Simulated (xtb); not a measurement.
xtb input for Si(Me)2 (C2H6Si), SMILES C[Si]C (connectivity only; charge and spin as stated), neutral, multiplicity 1, GFN2-xTB. 

```
$ xtb mol.xyz --gfn 2 --sp --chrg 0 --uhf 0 --json
$ cat mol.xyz
9

Si     0.00000000    -0.00000000     0.75419628
C     -1.46229311    -0.00046630    -0.49931434
H     -2.42592825    -0.05416088     0.00370939
H     -1.40532792    -0.84823137    -1.18297748
H     -1.46396809     0.90679903    -1.10421976
C      1.46229310     0.00046630    -0.49931435
H      1.40532792     0.84823138    -1.18297748
H      1.46396809    -0.90679904    -1.10421977
H      2.42592825     0.05416088     0.00370939
```

Log of the run:

```
[banner left out]
          |                Calculation Setup                |
           -------------------------------------------------



           -------------------------------------------------
          |                 G F N 2 - x T B                 |
           -------------------------------------------------

        Reference                      10.1021/acs.jctc.8b01176
      * Hamiltonian:
        H0-scaling (s, p, d)           1.850000    2.230000    2.230000
        zeta-weighting                 0.500000
      * Dispersion:
        s8                             2.700000
        a1                             0.520000
        a2                             5.000000
        s9                             5.000000
      * Repulsion:
        kExp                           1.500000    1.000000
        rExp                           1.000000
      * Coulomb:
        alpha                          2.000000
        third order                    shell-resolved
        anisotropic                    true
        a3                             3.000000
        a5                             4.000000
        cn-shift                       1.200000
        cn-exp                         4.000000
        max-rad                        5.000000


          ...................................................
          :                      SETUP                      :
          :.................................................:
          :  # basis functions                  24          :
          :  # atomic orbitals                  23          :
          :  # shells                           13          :
          :  # electrons                        18          :
          :  max. iterations                   250          :
          :  Hamiltonian                  GFN2-xTB          :
          :  restarted?                      false          :
          :  GBSA solvation                  false          :
          :  PC potential                    false          :
          :  electronic temp.          300.0000000     K    :
          :  accuracy                    1.0000000          :
          :  -> integral cutoff          0.2500000E+02      :
          :  -> integral neglect         0.1000000E-07      :
          :  -> SCF convergence          0.1000000E-05 Eh   :
          :  -> wf. convergence          0.1000000E-03 e    :
          :  Broyden damping             0.4000000          :
          :  net charge                          0          :
          :  unpaired electrons                  0          :
          ...................................................

 iter      E             dE          RMSdq      gap      omega  full diag
   1     -9.1072451 -0.910725E+01  0.850E+00    1.79       0.0  T
   2     -9.1134552 -0.621018E-02  0.547E+00    2.11       1.0  T
   3     -9.1078762  0.557904E-02  0.287E+00    2.08       1.0  T
   4     -9.1150464 -0.717017E-02  0.974E-01    2.26       1.0  T
   5     -9.1161365 -0.109013E-02  0.337E-01    2.38       1.0  T
   6     -9.1163292 -0.192734E-03  0.160E-01    2.34       1.0  T
   7     -9.1163553 -0.260162E-04  0.923E-02    2.36       1.0  T
   8     -9.1163737 -0.184642E-04  0.670E-03    2.35       5.0  T
   9     -9.1163736  0.108244E-06  0.684E-03    2.35       4.9  T
  10     -9.1163737 -0.128330E-06  0.672E-04    2.35      49.6  T
  11     -9.1163737 -0.627534E-10  0.382E-04    2.35      87.3  T

   *** convergence criteria satisfied after 11 iterations ***

         #    Occupation            Energy/Eh            Energy/eV
      -------------------------------------------------------------
         1        2.0000           -0.6527705             -17.7628
       ...           ...                  ...                  ...
         3        2.0000           -0.5180806             -14.0977
         4        2.0000           -0.4566682             -12.4266
         5        2.0000           -0.4550766             -12.3833
         6        2.0000           -0.4467361             -12.1563
         7        2.0000           -0.4463783             -12.1466
         8        2.0000           -0.3770242             -10.2593
         9        2.0000           -0.3152897              -8.5795 (HOMO)
        10                         -0.2288420              -6.2271 (LUMO)
        11                         -0.1543376              -4.1997
        12                         -0.0973200              -2.6482
        13                         -0.0163721              -0.4455
        14                         -0.0127956              -0.3482
       ...                                ...                  ...
        23                          0.4812427              13.0953
      -------------------------------------------------------------
                  HL-Gap            0.0864477 Eh            2.3524 eV
             Fermi-level           -0.2720658 Eh           -7.4033 eV

 SCC (total)                   0 d,  0 h,  0 min,  0.004 sec
 SCC setup                      ...        0 min,  0.000 sec (  1.878%)
 Dispersion                     ...        0 min,  0.000 sec (  0.848%)
 classical contributions        ...        0 min,  0.000 sec (  0.349%)
 integral evaluation            ...        0 min,  0.001 sec ( 12.887%)
 iterations                     ...        0 min,  0.002 sec ( 52.542%)
 molecular gradient             ...        0 min,  0.001 sec ( 28.183%)
 printout                       ...        0 min,  0.000 sec (  3.048%)

         :::::::::::::::::::::::::::::::::::::::::::::::::::::
         ::                     SUMMARY                     ::
         :::::::::::::::::::::::::::::::::::::::::::::::::::::
         :: total energy              -8.994764617657 Eh    ::
         :: gradient norm              0.000147818170 Eh/a0 ::
         :: HOMO-LUMO gap              2.352362149386 eV    ::
         ::.................................................::
         :: SCC energy                -9.116372964855 Eh    ::
         :: -> isotropic ES            0.006820788936 Eh    ::
         :: -> anisotropic ES         -0.002040299271 Eh    ::
         :: -> anisotropic XC         -0.002157241190 Eh    ::
         :: -> dispersion             -0.004086623089 Eh    ::
         :: repulsion energy           0.121608347198 Eh    ::
         :: add. restraining           0.000000000000 Eh    ::
         :: total charge               0.000000000000 e     ::
         :::::::::::::::::::::::::::::::::::::::::::::::::::::

           -------------------------------------------------
          |                Property Printout                |
           -------------------------------------------------

    * Orbital Energies and Occupations

         #    Occupation            Energy/Eh            Energy/eV
      -------------------------------------------------------------
         1        2.0000           -0.6527705             -17.7628
         2        2.0000           -0.5558134             -15.1245
         3        2.0000           -0.5180806             -14.0977
         4        2.0000           -0.4566682             -12.4266
         5        2.0000           -0.4550766             -12.3833
         6        2.0000           -0.4467361             -12.1563
         7        2.0000           -0.4463783             -12.1466
         8        2.0000           -0.3770242             -10.2593
         9        2.0000           -0.3152897              -8.5795 (HOMO)
        10                         -0.2288420              -6.2271 (LUMO)
        11                         -0.1543376              -4.1997
        12                         -0.0973200              -2.6482
        13                         -0.0163721              -0.4455
Note: The following floating-point exceptions are signalling: IEEE_UNDERFLOW_FLAG IEEE_DENORMAL
normal termination of xtb
        14                         -0.0127956              -0.3482
        15                         -0.0023667              -0.0644
        16                          0.1968830               5.3575
        17                          0.2179909               5.9318
        18                          0.2251804               6.1275
        19                          0.2288392               6.2270
        20                          0.2311037               6.2887
       ...                                ...                  ...
        23                          0.4812427              13.0953
      -------------------------------------------------------------
                  HL-Gap            0.0864477 Eh            2.3524 eV
             Fermi-level           -0.2720658 Eh           -7.4033 eV

     #   Z          covCN         q      C6AA      α(0)
     1  14 Si       1.741     0.333   187.680    29.117
     2   6 C        3.644    -0.196    24.756     7.152
     3   1 H        0.925    -0.000     3.062     2.736
     4   1 H        0.924     0.016     2.801     2.617
     5   1 H        0.924     0.014     2.825     2.628
     6   6 C        3.644    -0.196    24.756     7.152
     7   1 H        0.924     0.016     2.801     2.617
     8   1 H        0.924     0.014     2.825     2.628
     9   1 H        0.925    -0.000     3.062     2.736

 Mol. C6AA /au·bohr⁶  :       1114.817414
 Mol. C8AA /au·bohr⁸  :      40746.773910
 Mol. α(0) /au        :         59.385714


Wiberg/Mayer (AO) data.
largest (>0.10) Wiberg bond orders for each atom

 ---------------------------------------------------------------------------
     #   Z sym  total        # sym  WBO       # sym  WBO       # sym  WBO
 ---------------------------------------------------------------------------
     1  14 Si   1.999 --     2 C    0.968     6 C    0.968
     2   6 C    3.963 --     3 H    0.996     5 H    0.983     4 H    0.982
                             1 Si   0.968
     3   1 H    1.000 --     2 C    0.996
     4   1 H    1.000 --     2 C    0.982
     5   1 H    1.000 --     2 C    0.983
     6   6 C    3.963 --     9 H    0.996     8 H    0.983     7 H    0.982
                             1 Si   0.968
     7   1 H    1.000 --     6 C    0.982
     8   1 H    1.000 --     6 C    0.983
     9   1 H    1.000 --     6 C    0.996
 ---------------------------------------------------------------------------

Topologies differ in total number of bonds
Writing topology from bond orders to xtbtopo.mol

molecular dipole:
                 x           y           z       tot (Debye)
 q only:       -0.000       0.000       0.715
   full:       -0.000       0.000      -0.328       0.834
molecular quadrupole (traceless):
                xx          xy          yy          xz          yz          zz
 q only:       -2.947      -0.003       1.141       0.000      -0.000       1.805
  q+dip:       -0.681      -0.017       1.293       0.000       0.000      -0.612
   full:       -0.386      -0.024       3.382       0.000      -0.000      -2.996


           -------------------------------------------------
          | TOTAL ENERGY               -8.994764617657 Eh   |
          | GRADIENT NORM               0.000147818170 Eh/α |
          | HOMO-LUMO GAP               2.352362149386 eV   |
           -------------------------------------------------

------------------------------------------------------------------------
------------------------------------------------------------------------
 total:
 SCF:
```

The run converged.
